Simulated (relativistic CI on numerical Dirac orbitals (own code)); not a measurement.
# Magnetism of Hg4+, 5d8, in a crystal field

Calculated by Dirac-Coulomb-Breit CI, KLI orbitals optimised for each configuration, QED by a radiative potential, valence Slater integrals scaled by 0.9, one configuration in a parametric crystal field (own radial code). With so little scaling, terms lie 10 to 35 % too far apart, which can change the order of excited levels.

Field parameters in Wybourne normalisation: D3d B²₀ = −7Dσ, B⁴₀ = −14Dq − 21Dτ, B⁴₃ = −14√(10/7) Dq; D4h B²₀ = −7Ds, B⁴₀ = 21(Dq − Dt), B⁴₄ = 21√(5/14) Dq; Oh B⁴₀ = 21Dq, B⁴₄ = √(5/14) B⁴₀; Td as Oh with Dq negative (B⁴₀ = 21Dq, B⁴₄ = √(5/14) B⁴₀). The field is a parameter set, without covalency.

S is read from ⟨S²⟩ = S(S + 1).

Powder χT (cm³ K mol⁻¹) by Van Vleck's formula, with temperature-independent terms:

```
                                       Field      2 K     5 K    10 K    20 K   50 K  100 K  200 K  300 K
 D3d, 10Dq = 14250, Dσ = 610, Dτ = -100 cm⁻¹     1.23    1.26    1.32    1.43   1.75   2.02   2.18   2.23
D3d, 10Dq = 43350, Dσ = -450, Dτ = -280 cm⁻¹    0.287   0.709    1.18    1.45   1.55   1.56   1.57   1.57
 D3d, 10Dq = 43750, Dσ = -330, Dτ = 140 cm⁻¹    0.362   0.868    1.29    1.47   1.53   1.54   1.55   1.55
D4h, 10Dq = 14400, Ds = 2540, Dt = -110 cm⁻¹     1.17     1.2    1.24    1.33   1.59   1.88    2.1   2.17
                       Oh, 10Dq = 19250 cm⁻¹     2.01    2.01    2.01    2.01   2.02   2.02   2.03   2.05
                      Td, 10Dq = -10100 cm⁻¹   0.0048   0.012   0.024   0.048   0.12   0.24   0.48   0.72
                      Td, 10Dq = -15300 cm⁻¹  0.00352  0.0088  0.0176  0.0352  0.088  0.176  0.352  0.528
```

For D3d, 10Dq = 43750, Dσ = -330, Dτ = 140 cm⁻¹: what effective moment follows at 300 K?

μ_eff = √(8χT) = 3.52 μB. The ground level has S = 0.99; the spin-only moment for S = 1 is 2.83 μB. The difference comes from the orbital moment, spin-orbit mixing of terms and temperature-independent paramagnetism, all larger in this ionic model than in covalent complexes.
